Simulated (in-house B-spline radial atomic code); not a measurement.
RPA and G0W0 on LC-wPBE: the selenium ion Se⁴⁺

Configuration [Ar] 3d10 4s2, mean-field start LC-wPBE. Computed with an all-electron radial atomic-structure program (B-spline basis): all electrons, non-relativistic, point nucleus, each spin shell either full or empty, empty states to l = 9 with an (l + 1/2)⁻⁴ tail; G0W0 by contour deformation at full frequency.

Command:
```bash
python run_gw.py task.json out
```
Settings (radii: box in bohr, nucleus in fm):
```
Z                        34
electrons                30
configuration            [Ar] 3d10 4s2
hamiltonian              nr
method                   lc_wpbe
lmax                     9
spin_polarised           False
box_radius               11.96
intervals                51
ion_configuration        [Ar] 3d10 4s1
```

Cost of the run: 6 s on 1 thread of Arm Neoverse N1, on a shared host.

Energies (hartree):

| term | value |
| --- | --- |
| mean-field total | -2397.33984 |
| Hartree-Fock functional on these orbitals | -2396.09468 |
| direct second order | -2.5425 |
| second-order exchange | 0.73387 |
| SOSEX correction | 0.67648 |

What is the RPA correlation energy, and what remains with SOSEX?

RPA gives -2.2184 hartree (-2.01 eV per electron); RPA + SOSEX gives -1.542, and the second-order doubles -1.8086 hartree (no singles). RPA lacks exchange-type terms and so overcorrelates at short range.

Quasi-particle levels (eV):

```
level  occupied  mean field  Σx - vxc     Σc  QP weight     G0W0
   4s       yes      -65.31      0.35      ?          ?        ?
   3d       yes     -111.24    -12.52   3.22      0.935  -120.54
   4p        no      -43.75      2.42  -1.44      0.971   -42.78
```

G0W0 = mean field + (Σx - vxc) + Σc, with Σc (partial-wave tail included) taken at the quasi-particle energy. Only the outer levels were computed. Levels of low weight are left out.

Where does G0W0 put 4s?

At -67.04 eV, with Σc = -2.08 eV and a quasi-particle weight of 0.971. The tabulated removal energy is 68.3 ± 0.1 eV (NIST, semi-empirical); the calculation leaves out relativity, Breit and QED terms, and what these don't explain is the method's own error.

What does it cost to remove one electron (to [Ar] 3d10 4s1) by differences of total energies, each species on its own start (correlation terms add to the Hartree-Fock functional)?

LC-wPBE 66.82 eV, Hartree-Fock functional 64.55 eV, + RPA 66.71 eV, + RPA + SOSEX 66.22 eV, + second order 66.91 eV. Tabulated: 68.3 ± 0.1 eV (NIST, semi-empirical); the calculation leaves out relativity, Breit and QED terms, and what these don't explain is the method's own error.
